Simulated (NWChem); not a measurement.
Species: WO2F, doublet; SMILES [F][W](=[O])=[O]

Results from NWChem. Spin-unrestricted. Medium grid unless said otherwise, to which SCAN and Minnesota functionals are sensitive. All runs use the structure optimised with PBE0/def2-SVP, spin-unrestricted. This spin state was assumed; another may lie lower. No stability test was run on the SCF state. def2 effective core potentials on W; no spin-orbit coupling.

For level MN15-L/def2-SVP:

```yaml
highest occupied level (eV): -7.12
lowest empty minus highest occupied level, either spin (eV): 2.99
dipole (D): 2.17
"<S²>": 0.773
```

Task: How do the values read with level PW91/def2-SVP instead?

Result: The highest occupied level (eV) is -6.72 and the lowest empty minus highest occupied level, either spin (eV) is 1.59. The dipole (D) is 1.94. The <S²> is 0.756.
